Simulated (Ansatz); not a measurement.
Vertical singlet–triplet gap (eV) of eight silicon and germanium compounds: PBE beside PBE0, computed with Ansatz (a quantum-chemistry and plane-wave program) for isolated molecules in the bases named; differences from unrounded values. The eight are the first of their class met in an unordered collection, after screening for sound electronic states; none was chosen by its value. Functionals give these values as differences of separate SCF runs (ΔSCF), EOM-CCSD as a root; each molecule has one DFT geometry for both levels.

```tsv
molecule	basis	PBE0	PBE	difference
silicon dioxide molecule (O2Si), SMILES O=[Si]=O	def2-TZVPD	3.85	3.70	-0.16
silylphosphine (H5PSi), SMILES [SiH3]P	def2-TZVPD	5.43	5.32	-0.11
methylsilylformaldehyde (C2H6OSi), SMILES O=C[SiH2]C	def2-SVPD	2.48	2.50	0.02
CH3FO2Si, SMILES O=CO[SiH2]F	def2-SVPD	5.20	5.28	0.08
CH3NO2Si, SMILES N#CO[SiH2]O	def2-SVPD	6.59	6.36	-0.23
chloro(fluoromethyl)silane (CH₄ClFSi), SMILES FC[SiH2]Cl	def2-SVPD	6.84	6.22	-0.62
CH4ClFOSi, SMILES C[Si](O)(F)Cl	def2-SVPD	7.98	7.34	-0.65
germylsulfanylgermane (Ge2H6S), SMILES [GeH3][S][GeH3]	def2-SVPD	4.93	4.67	-0.26
```

PBE lies below PBE0 in 6 and above it in 2 of the eight; the mean signed difference is -0.24 and the largest -0.65 eV.
